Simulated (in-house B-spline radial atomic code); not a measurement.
A calculation on In VI (In5+) (an excited or competing configuration): its settings, and results tabulated from the run. Method: Dirac-Hartree-Fock, average of configuration, Fermi nucleus of rms radius 4.6156 fm. Calculated with a radial B-spline atomic code at the basis-set limit.

Command:
```bash
python run_scf.py task.json out
```
Settings (nuclear radius in fm, mass in u):
```
Z                49
configuration    [Kr] 4d7 4f1
hamiltonian      dirac
method           hf
spin_polarised   False
nucleus          fermi
rms_radius       4.6156
atomic_mass      114.90388
speed_of_light   137.035999084
```

Output (hartree, bohr):
```
 radial grid: 67 intervals, B-splines of order 8, outer radius 18.2456 bohr

 iter        energy (Eh)    residual
    1       -5854.853113    8.49e-01
    2       -5867.500754    3.98e-01
    3       -5871.537179    1.06e-01
    4       -5871.883327    2.49e-02
    5       -5871.909839    1.41e-02
    6       -5871.915250    2.66e-03
    7       -5871.915407    4.50e-04
    8       -5871.915414    1.58e-05
    9       -5871.915414    3.80e-06
   10       -5871.915414    2.54e-07

 total energy                     -5871.91541
 kinetic                            6170.9873
 electron-nucleus                 -14130.1258
 electron-electron                  2087.2231

 first-order corrections (not in the total)
   Gaunt                             4.5922
   retardation                      -0.4676
   frequency dependence             -0.0386
   self-energy                       3.1085
   Uehling                          -0.3986
   Wichmann-Kroll                    0.0079
   recoil                            0.0192

 orbital      occ     eigenvalue          <r>       <r^2>       <1/r>       r_max    small
 1s1/2      2.000     -1035.7137    0.0297059  0.00119411     51.8584     0.01922  3.23e-02
 2s1/2      2.000      -160.8847     0.127918   0.0193579     12.0241      0.1086  6.85e-03
 2p1/2      2.000      -149.7819     0.108548   0.0144829     11.9674     0.08393  6.83e-03
 2p3/2      4.000      -141.9966     0.113774   0.0157839     11.1853     0.08833  6.53e-03
 3s1/2      2.000       -34.2981     0.346242    0.137164     4.25315      0.3146  1.98e-03
 3p1/2      2.000       -29.7758     0.337851    0.132618     4.15155      0.3016  1.91e-03
 3p3/2      4.000       -28.3247     0.348512    0.140923     3.96404      0.3115  1.84e-03
 3d3/2      4.000       -20.4091     0.321142    0.122459     3.79108      0.2566  1.71e-03
 3d5/2      6.000       -20.1161     0.324598    0.124963     3.74216      0.2595  1.68e-03
 4s1/2      2.000        -8.0065     0.838218    0.791941     1.64606      0.7661  5.12e-04
 4p1/2      2.000        -6.4040     0.882408    0.884369     1.54028      0.7936  4.62e-04
 4p3/2      4.000        -6.1355     0.906892    0.933729     1.48649      0.8157  4.42e-04
 4d3/2      2.800        -3.6629      1.04577     1.26752     1.25471       0.894  3.32e-04
 4d5/2      4.200        -3.6235      1.05595     1.29196     1.24042      0.9026  3.26e-04
 4f5/2      0.429        -1.3273      2.07174     5.13598    0.607788       1.724  8.58e-05
 4f7/2      0.571        -1.3279      2.07224     5.13618    0.607124       1.725  8.56e-05
```

Cost of the run: 1.3 s on 1 thread of Arm Neoverse V2 (shared host).

For the Dirac Hamiltonian the kinetic term is c α·p + (β - 1)c².
